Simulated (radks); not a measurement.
Species: V IV. Configuration: [Ar] 3d2 (the NIST ground configuration). Method: scalar-relativistic Kohn-Sham, BLYP, spin-polarised, spherical densities, point nucleus; open shells are filled with parallel spins first; computed with a radial shooting solver on a logarithmic mesh with Libxc functionals.

Normalised radial functions P(r) = r R(r), r in bohr:

| r | 2p down | 3p up | 3d up |
|---|---|---|---|
| 0.002183 | 0.0020 | 0.0007 | 0.0000 |
| 0.003129 | 0.0040 | 0.0015 | 0.0000 |
| 0.004521 | 0.0079 | 0.0029 | 0.0000 |
| 0.006479 | 0.0156 | 0.0058 | 0.0000 |
| 0.009287 | 0.0306 | 0.0113 | 0.0001 |
| 0.01342 | 0.0601 | 0.0222 | 0.0002 |
| 0.01923 | 0.1146 | 0.0423 | 0.0006 |
| 0.02757 | 0.2127 | 0.0785 | 0.0016 |
| 0.03983 | 0.3851 | 0.1416 | 0.0043 |
| 0.05709 | 0.6521 | 0.2381 | 0.0113 |
| 0.08183 | 1.0245 | 0.3682 | 0.0280 |
| 0.1182 | 1.4611 | 0.5053 | 0.0667 |
| 0.1695 | 1.7929 | 0.5628 | 0.1440 |
| 0.2429 | 1.8154 | 0.4207 | 0.2809 |
| 0.3509 | 1.4058 | -0.0142 | 0.4885 |
| 0.503 | 0.7671 | -0.6109 | 0.7194 |
| 0.721 | 0.2605 | -1.0392 | 0.8844 |
| 1.042 | 0.0441 | -0.9942 | 0.8713 |
| 1.493 | 0.0031 | -0.5902 | 0.6690 |
| 2.14 | 0.0001 | -0.2064 | 0.3792 |
| 3.092 | 0.0000 | -0.0343 | 0.1354 |
| 4.432 | 0.0000 | -0.0022 | 0.0254 |

2p down: eigenvalue -537.86 eV, 0 radial nodes, <r> = 0.274 bohr, 90 % of the charge inside 0.450 bohr. 3p up: eigenvalue -78.071 eV, 1 radial node at r = 0.348 bohr, <r> = 0.992 bohr, 90 % of the charge inside 1.52 bohr. 3d up: eigenvalue -37.788 eV, 0 radial nodes, <r> = 1.17 bohr, 90 % of the charge inside 1.95 bohr.
